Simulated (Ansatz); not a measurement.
Calculated with Ansatz (gas phase, PBE0-D4/def2-TZVP geometries, no zero-point term in ΔE). CCSD(T)/CBS is the MP2 limit (def2-TZVPP, def2-QZVPP) plus CCSD(T) − MP2 in def2-TZVPP, frozen cores. This one scheme is used for every species. DFT in def2-TZVPP. B3LYP here is the variant with VWN-RPA as its local correlation; programs differ in this. One conformer a species, not always the lowest.

`N[Si@H](Cl)[Si@@H](N)O` → `N[SiH](N)Cl` + `O[SiH]`  (silylene formation by 1,1-elimination)

`N[Si@H](Cl)[Si@@H](N)O`:

Z-matrix (Å, degrees):
```
Si
O 1 1.651
Si 1 2.336 2 109.0
N 1 1.717 2 118.0 3 116.6
H 1 1.481 2 104.6 3 -125.1
H 2 0.960 1 116.3 3 -42.4
N 3 1.701 1 109.9 2 175.1
Cl 3 2.111 1 101.2 2 53.8
H 3 1.482 1 119.6 2 -59.0
H 4 1.008 1 120.5 2 76.3
H 4 1.008 1 119.9 2 -68.3
H 7 1.007 3 122.6 1 174.8
H 7 1.008 3 119.6 1 -33.3
```

`N[SiH](N)Cl`:

Cartesian coordinates in Å:
```
N 1.340 0.548 0.093
Si 0.020 -0.518 -0.004
N -1.400 0.394 0.182
Cl 0.284 -1.469 -1.827
H 2.217 0.331 -0.348
H 1.439 1.179 0.870
H -0.079 -1.622 0.978
H -2.263 -0.058 0.437
H -1.557 1.216 -0.380
```

`O[SiH]`:

Z-matrix (Å, degrees):
```
O
Si 1 1.657
H 1 0.961 2 114.2
H 2 1.532 1 94.4 3 180.0
```

```tsv
level	ΔE (kJ/mol)
ωB97M-V	165.7
B2PLYP	164.0
B3LYP	154.2
CCSD(T)/def2-TZVPP	167.5
MP2/def2-QZVPP	182.9
SCS-MP2/def2-QZVPP	171.8
MP2/CBS(def2)	186.1
CCSD/CBS(def2)	170.1
```

(1) What does CCSD(T)/CBS give? (Estimate.)

Largest T1 diagnostic among the species: 0.016.

Answers

(1) Computed: +174.1 kJ/mol. The listed levels differ from it by -8.4, -10.1, -19.9, -6.6, 8.8, -2.3, 12.0, -4.0 kJ/mol.

The D4 term adds +19.8 kJ/mol with B3LYP and +11.3 kJ/mol with PBE0; it sums over pairs of atoms, weighted by their polarisabilities, and B3LYP, whose exchange is more repulsive, gets the larger term. In def2-TZVPP, CCSD(T) changes the Hartree–Fock value by +16.4 kJ/mol (the triples alone add +4.1 kJ/mol) and MP2 by +28.3 kJ/mol.
